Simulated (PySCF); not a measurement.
# Radial density of Mg (magnesium, neutral)

UHF, [Ne] 3s2, closed-shell 1S. All numbers are calculated (PySCF 2.14, no relativity, point nucleus, in dyall-acv3z (20s13p7d4f, 122 functions)).

```
r (bohr)  4πr²ρ (e/bohr)
 0.00265         0.09068
 0.00446          0.2457
 0.00750          0.6462
  0.0126           1.617
  0.0212           3.726
  0.0357           7.469
  0.0601           11.89
   0.101           13.09
   0.170           9.049
   0.286           7.826
   0.481           11.12
   0.809           7.223
    1.36           1.524
    2.29          0.7050
    3.85          0.4397
    6.47         0.05077
    10.9       0.0004465
```
